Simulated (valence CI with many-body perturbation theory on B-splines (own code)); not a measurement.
Pm²⁷⁺: E2, M1, M2 decay

Method: valence CI with perturbative core correlation (CI+MBPT): six valence electrons over a frozen Dirac-Fock core [Ar] 3d10, a basis of 9 s, 9 p, 8 d, 6 f, 3 g, 1 h functions for each j, with the one-electron correlation potential Σ1 (screened to all orders), the two-electron term Σ2, the three-electron term Σ3, Breit, model QED; selected single and double excitations, second order for the rest, scaled by the run's own slope (own B-spline code, finite nucleus).

The last digits are not significant, and no measured levels were compared; by estimate large intervals hold to a few tenths of a per cent, small ones and those within an open d or f shell to about a per cent. Among the levels kept, up to 670 cm⁻¹ of a level comes from second order outside the variational space, and about a tenth of that is noise between levels of different J, which matters for small intervals.

Lines 1 to 27 of 27 in falling wavelength, among levels below 166.40 eV, chosen from the decays that carry over 1 % of a level's rate. Wavelengths and rates use the calculated energies. Electric multipoles are in the length gauge, E1 and E2 with the static RPA response of the core. Weak lines are less certain than strong ones. Lines between different terms over intervals too small for the method are left out, as are lines whose strength nearly cancels.

Levels are named by their leading jj configuration (3d3/2^4 stands for four electrons in 3d with j = 3/2), which in mixed levels can hold well under half, so a name can repeat and another be missing. Letters in brackets count levels of one name in rising energy.

```csv
λ vac (Å),Upper,Lower,Type,A (s⁻¹),Branch %
2208,(4s^2 4p1/2^2 4p3/2 4d5/2) J=4,(4s^2 4p1/2^2 4p3/2 4d3/2) J=3,M1,1.28e+03,42.3
1972,(4s^2 4p1/2^2 4p3/2^2) J=0,(4s^2 4p1/2^2 4p3/2^2) J=2,E2,3.04e+00,100.0
1857,(4s^2 4p1/2 4p3/2^2 4d5/2) J=5,(4s^2 4p1/2 4p3/2^2 4d3/2) J=4,M1,2.07e+03,4.0
1400,(4s^2 4p1/2 4p3/2^2 4d5/2) J=4 [b],(4s^2 4p1/2 4p3/2^2 4d3/2) J=3 [a],M1,1.97e+03,4.2
703.4,(4s^2 4p1/2 4p3/2^2 4d3/2) J=4,(4s^2 4p1/2^2 4p3/2 4d5/2) J=3,M1,7.83e+03,13.2
640.9,(4s^2 4p1/2 4p3/2^2 4d5/2) J=4 [a],(4s^2 4p1/2^2 4p3/2 4d5/2) J=3,M1,3.53e+04,16.8
538.5,(4s^2 4p1/2 4p3/2^2 4d5/2) J=4 [b],(4s^2 4p1/2^2 4p3/2 4d5/2) J=3,M1,1.66e+04,35.3
502.2,(4s^2 4p1/2 4p3/2^3) J=1,(4s^2 4p1/2^2 4p3/2^2) J=0,M1,6.03e+04,19.0
470.5,(4s^2 4p1/2 4p3/2^2 4d3/2) J=4,(4s^2 4p1/2^2 4p3/2 4d5/2) J=4,M1,2.05e+04,34.5
453.6,(4s^2 4p1/2 4p3/2^2 4d5/2) J=4 [b],(4s^2 4p1/2^2 4p3/2 4d5/2) J=2,E2,5.00e+02,1.1
441.7,(4s^2 4p1/2 4p3/2^2 4d5/2) J=4 [a],(4s^2 4p1/2^2 4p3/2 4d5/2) J=4,M1,1.51e+05,71.8
400.3,(4s^2 4p1/2 4p3/2^3) J=1,(4s^2 4p1/2^2 4p3/2^2) J=2,M1,2.54e+05,80.2
390.5,(4s^2 4p1/2 4p3/2^2 4d5/2) J=4 [b],(4s^2 4p1/2^2 4p3/2 4d5/2) J=4,M1,2.19e+04,46.6
390.5,(4s^2 4p1/2 4p3/2^2 4d5/2) J=4 [b],(4s^2 4p1/2^2 4p3/2 4d5/2) J=4,E2,1.48e+03,3.1
387.9,(4s^2 4p1/2 4p3/2^2 4d3/2) J=4,(4s^2 4p1/2^2 4p3/2 4d3/2) J=3,M1,2.73e+04,46.1
387.9,(4s^2 4p1/2 4p3/2^2 4d3/2) J=4,(4s^2 4p1/2^2 4p3/2 4d3/2) J=3,E2,1.95e+03,3.3
375.4,(4s^2 4p1/2 4p3/2^2 4d5/2) J=5,(4s^2 4p1/2^2 4p3/2 4d5/2) J=4,M1,4.66e+04,90.6
375.4,(4s^2 4p1/2 4p3/2^2 4d5/2) J=5,(4s^2 4p1/2^2 4p3/2 4d5/2) J=4,E2,2.09e+03,4.1
368.3,(4s^2 4p1/2 4p3/2^2 4d3/2) J=4,(4s^2 4p1/2^2 4p3/2 4d3/2) J=2,E2,6.47e+02,1.1
368.1,(4s^2 4p1/2 4p3/2^2 4d5/2) J=4 [a],(4s^2 4p1/2^2 4p3/2 4d3/2) J=3,M1,2.26e+04,10.7
367.3,(4s^2 4p3/2^4) J=0,(4s^2 4p1/2 4p3/2^3) J=2,E2,1.56e+04,1.8
360.2,(4s^2 4p1/2 4p3/2^3) J=2,(4s^2 4p1/2^2 4p3/2^2) J=2,M1,1.70e+05,97.0
360.2,(4s^2 4p1/2 4p3/2^3) J=2,(4s^2 4p1/2^2 4p3/2^2) J=2,E2,4.66e+03,2.7
333.3,(4s^2 4p3/2^4) J=0,(4s^2 4p1/2 4p3/2^3) J=1,M1,8.30e+05,98.1
317.4,(4s^2 4p1/2 4p3/2^2 4d5/2) J=4 [b],(4s^2 4p1/2^2 4p3/2 4d3/2) J=2,E2,7.85e+02,1.7
110.2,(4s^2 4p1/2 4p3/2^2 4d5/2) J=4 [b],(4s^2 4p1/2 4p3/2^3) J=2,M2,2.36e+03,5.0
107.6,(4s^2 4p1/2^2 4p3/2 4d5/2) J=4,(4s^2 4p1/2^2 4p3/2^2) J=2,M2,1.72e+03,57.1
```
